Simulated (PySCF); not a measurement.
**Magnetisability and related constants of `[C@@H]1(Br)[C@H]2[C@H](C)[C@H](C2)C1`, C₇H₁₁Br**

The calculation used GIAO B3LYP/pcSseg-1 magnetisability, rotational g tensor and spin-rotation constants, non-relativistic, gas phase in PySCF. Geometry: GFN2-xTB.

Input:
```
{"job": {"kind": "mag", "xc": "B3LYP", "basis": "pcSseg-1", "isotopologues": 2}, "charge": 0, "multiplicity": 1}
C      1.547173     1.055022    -1.283731
C      0.903783     0.264004    -0.160847
C     -0.024156    -0.907751    -0.549358
C     -1.147433     0.126265    -0.717072
C     -0.409032     0.825269     0.433659
C     -0.618867    -0.160879     1.575387
Br    -2.417852    -0.040674     2.350165
C     -0.363265    -1.486341     0.827034
H      1.995838     1.963097    -0.885502
H      2.332531     0.461202    -1.747473
H      0.835007     1.336993    -2.053055
H      1.673505     0.016215     0.576836
H      0.235364    -1.612531    -1.333323
H     -2.165307    -0.206322    -0.521874
H     -1.117622     0.671353    -1.653968
H     -0.544070     1.879783     0.657104
H      0.056201     0.001924     2.415592
H     -1.243284    -2.128351     0.797854
H      0.461683    -2.049028     1.265109
```
Coordinates are in Å.

Command: `OMP_NUM_THREADS=1 python excited_run.py task.json out`

Problem. Show the output.

Solution. Atoms count from 0.
```
coarse grid: 70784 points
cycle   1  E = -2847.1552372262  dE = -1.216e-01  |g| = 8.219e-01  |ddm| = 3.986e+00
cycle   2  E = -2847.1347514186  dE =  2.049e-02  |g| = 6.424e-01  |ddm| = 8.944e-01
cycle   3  E = -2847.2032217555  dE = -6.847e-02  |g| = 2.119e-01  |ddm| = 7.704e-01
cycle   4  E = -2847.2138680862  dE = -1.065e-02  |g| = 4.482e-02  |ddm| = 2.883e-01
cycle   5  E = -2847.2142558181  dE = -3.877e-04  |g| = 1.709e-02  |ddm| = 6.049e-02
cycle   6  E = -2847.2143212702  dE = -6.545e-05  |g| = 3.265e-03  |ddm| = 1.716e-02
cycle   7  E = -2847.2143233451  dE = -2.075e-06  |g| = 1.051e-03  |ddm| = 3.904e-03
final grid: 150624 points
cycle   8  E = -2847.2142612713  dE =  1.803e-07  |g| = 1.611e-03  |ddm| = 4.775e-03
cycle   9  E = -2847.2142602290  dE =  1.042e-06  |g| = 2.625e-03  |ddm| = 4.183e-03
cycle  10  E = -2847.2142619156  dE = -1.687e-06  |g| = 2.079e-04  |ddm| = 2.640e-03
cycle  11  E = -2847.2142619256  dE = -9.947e-09  |g| = 2.407e-05  |ddm| = 2.012e-04
cycle  12  E = -2847.2142619257  dE = -1.228e-10  |g| = 7.716e-06  |ddm| = 4.032e-05
converged SCF energy = -2847.2142619257

Magnetisability tensor (1e-30 J/T^2)
    -1795.39        3.79       62.39
        3.79    -1668.22      -53.24
       62.39      -53.24    -1605.48
isotropic -1689.70   principal values   -1816.64  -1689.60  -1562.84
isotropic susceptibility -101.756 1e-6 cm^3/mol

Inertial axes            a          b          c
rot. const./GHz      3.9803     0.7493     0.7210
chi total          -105.770   -100.717    -98.781
chi diamagnetic    -455.446  -1646.125  -1709.072
chi paramagnetic    349.676   1545.408   1610.291
quadrupole/D A       -1.666      0.306      1.360
g nuclear            0.6465     0.5404     0.5411
g electronic        -0.6539    -0.5440    -0.5454
g total             -0.0073    -0.0036    -0.0043

Spin-rotation constants (kHz, H = +C I.J)
atom  isotope        aa         bb         cc
  6   79Br        2.434      1.463      1.578
  8     1H       -0.434     -0.018     -0.048
  9     1H       -0.107     -0.046     -0.080
 10     1H       -0.427     -0.075      0.008
 11     1H       -0.464     -0.078      0.019
 12     1H       -0.206     -0.032     -0.065
 13     1H       -0.092     -0.080     -0.040
 14     1H       -0.218     -0.059     -0.035
 15     1H       -0.440      0.034     -0.085
 16     1H       -0.407     -0.074      0.039
 17     1H       -0.250     -0.048     -0.042
 18     1H       -0.426     -0.039     -0.015
  0    13C*       0.553      0.107      0.111
  1    13C*       0.884      0.141      0.135
  2    13C*       0.705      0.154      0.138
  3    13C*       0.652      0.120      0.149
  4    13C*       0.797      0.142      0.168
  5    13C*       0.768      0.175      0.176
  7    13C*       0.656      0.157      0.148
* in the singly substituted isotopologue

Isotopologues: g along a, b, c
2H    at 8,9,10,11,12,1    -0.0058    -0.0033    -0.0040
13C   at 0                 -0.0073    -0.0035    -0.0043
```

The calculation is non-relativistic, which matters for the atoms heavier than Zn.

It took 85 s wall time on 1 thread of an Arm Neoverse N1, shared host, peak memory 1.1 GiB.
